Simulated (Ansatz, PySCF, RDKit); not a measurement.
Torsion H4–O1–Te2–F3 in FHOTe (SMILES O[Te]F); at each angle all else is relaxed with GFN2-xTB, and the levels are single points there.
Geometry at 270° (charge 0, multiplicity 1):
```xyz
4

O     -1.03086     0.19580     0.37020
Te     0.60788     1.00799    -0.27077
F      1.75221    -0.13600     0.88161
H     -1.29057    -0.56409    -0.15631
```

On the grid 0° to 330°, 180° is the highest and 270° the lowest point at CCSD(T)/CBS(def2-TZVPP, def2-QZVPP).

Cores are frozen in the correlated methods. Filled d and f shells under p-block atoms count as core. Rows in 3-21G carry no dispersion term and start afresh at each structure; the Pople sets are all-electron and without relativity.

Codes used: Ansatz (Gaussian basis) for Hartree–Fock, density functionals and correlated methods; PySCF for 3-21G rows, the dispersion terms; RDKit for the force fields.  In def2 rows elements past Kr take small-core potentials, without spin–orbit coupling.

Question: One of these levels gives 8.9 kJ/mol for the energy at 180° less that at 270°. Which one is it?
A. B3LYP/3-21G
B. MP2/def2-SVP
C. PBE0-D3(BJ)/def2-TZVPP
D. UFF

Answer: D, UFF. The others give 43.4 (B3LYP/3-21G), 32.6 (PBE0-D3(BJ)/def2-TZVPP), 36.1 (MP2/def2-SVP)

Ansatz is a program for electronic structure.
